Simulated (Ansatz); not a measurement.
CH$_{7}$GeNO (`N[CH2][GeH2][OH]`), 11 atoms. The species carries charge 0 and has multiplicity 1. Correlated methods include outer-core shells of Ge, which these sets cover unevenly. Scalar relativity is left out up to krypton. All runs use 4 threads of a server CPU on a shared host. Correlated methods freeze the cores.

(1) Give the basis size and wall time and peak host memory of each of these runs in Ansatz. RKS PBE-QIDH (frozen core)/def2-TZVPP energy; RKS r2SCANh-D4/def2-TZVPP energy; RKS B2PLYP (frozen core)/def2-TZVPP energy; RKS PBE0-D4/def2-TZVP relaxation (31 steps); RKS PBE0-D4/def2-TZVP frequencies; RHF-MP2/def2-QZVPP energy; RHF-CCSD(T)/def2-TZVPP energy; RKS ωB97M-V/def2-QZVPP energy; RKS ωB97M-V/def2-SVP energy; RKS PBE0-D4/def2-SVP energy; RKS PBE-D4/def2-TZVPP energy and forces; RHF-CCSD(T)/def2-SVP energy. (An estimate is asked.)

## Answers

(1) The calculation gave: Other jobs shared the machine, so times are rough.

| level | job | functions | wall time | peak host memory (GiB) |
| --- | --- | --- | --- | --- |
| RKS PBE0-D4/def2-SVP | energy | 109 | 1 s | 0.22 |
| RKS PBE-D4/def2-TZVPP | energy and forces | 239 | 1.9 s | 0.29 |
| RKS B2PLYP (frozen core)/def2-TZVPP | energy | 239 | 3.8 s | 0.6 |
| RKS r2SCANh-D4/def2-TZVPP | energy | 239 | 3.9 s | 0.6 |
| RKS PBE-QIDH (frozen core)/def2-TZVPP | energy | 239 | 4 s | 0.6 |
| RKS ωB97M-V/def2-SVP | energy | 109 | 4.1 s | 0.33 |
| RHF-CCSD(T)/def2-SVP | energy | 109 | 5.5 s | 0.55 |
| RKS ωB97M-V/def2-QZVPP | energy | 470 | 15 s | 2 |
| RHF-MP2/def2-QZVPP | energy | 470 | 18 s | 2.8 |
| RKS PBE0-D4/def2-TZVP | relaxation (31 steps) | 183 | 76 s | 0.46 |
| RKS PBE0-D4/def2-TZVP | frequencies | 183 | 110 s | 0.44 |
| RHF-CCSD(T)/def2-TZVPP | energy | 239 | 2.4 min | 4.8 |
